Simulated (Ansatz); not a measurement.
The first iterations of a band of C3H11BSSi (17 atoms, charge 0, multiplicity 1).

Theory: Ansatz, RKS B3LYP-D4/6-31G*.

```
movable images  : 5
climbing image  : yes
spring          : 5.0 eV/Å²
optimiser       : quadratic models (default)
start path      : through a guess of the saddle point
force threshold : 0.05 eV/Å
iteration limit : 54
end points      : relaxed
```

Image 0:

```xyz
17
Properties=species:S:1:pos:R:3
C -1.416 -0.466 -1.524
B -0.972 -0.922 -0.082
S -2.291 -1.446 1.042
C 0.551 -0.961 0.345
C 1.399 0.247 -0.123
Si 0.946 1.861 0.755
H -2.460 -0.685 -1.773
H -1.280 0.621 -1.616
H -0.777 -0.918 -2.294
H -1.556 -1.708 2.146
H 0.678 -1.109 1.426
H 0.954 -1.877 -0.122
H 2.466 0.053 0.050
H 1.291 0.393 -1.206
H -0.483 2.208 0.515
H 1.141 1.718 2.226
H 1.791 2.990 0.275
```

Image 6:

```xyz
17
Properties=species:S:1:pos:R:3
C -1.426 -0.584 -1.313
B -0.812 -0.984 0.081
S -1.838 -1.489 1.484
C 0.750 -0.962 0.338
C 1.472 0.310 -0.175
Si 1.005 1.880 0.773
H -2.445 -0.945 -1.485
H -0.794 -0.918 -2.146
H -1.459 0.514 -1.378
H -3.058 -1.448 0.903
H 1.003 -1.133 1.393
H 1.150 -1.836 -0.205
H 2.561 0.181 -0.106
H 1.255 0.469 -1.239
H -0.454 2.154 0.650
H 1.326 1.731 2.220
H 1.746 3.060 0.244
```

| iteration | highest image above the first end (eV) | largest band force component (eV/Å) |
| --- | --- | --- |
| 1 | 8.229 | 20.573 |
| 2 | 4.936 | 5.990 |
| 3 | 4.476 | 3.128 |
| 4 | 4.103 | 1.529 |
| 5 | 3.279 | 1.134 |
| 6 | 2.831 | 1.972 |
| 7 | 3.007 | 1.780 |
| 8 | 3.102 | 0.733 |
| 9 | 3.702 | 2.159 |
| 10 | 3.798 | 0.972 |
| 11 | 4.165 | 0.776 |
| 12 | 4.375 | 0.729 |
| 13 | 4.379 | 0.884 |
| 14 | 3.870 | 1.996 |

Does the band converge within its limit, and where does its top end?

The forces met the threshold. It ended after 43 iterations with the highest image 0.688 eV above the first end. The profile has 2 maxima (images 1, 4) with wells between them (image 3): this band takes more than one step, which may be the mechanism or a detour left from its start path. A vibrational analysis at the climbing image gives one clearly imaginary mode, 475i cm⁻¹: a first-order saddle point.

Time of the run: 20 min on 2 threads of Arm Neoverse V1 (shared host), peak memory 0.32 GiB.
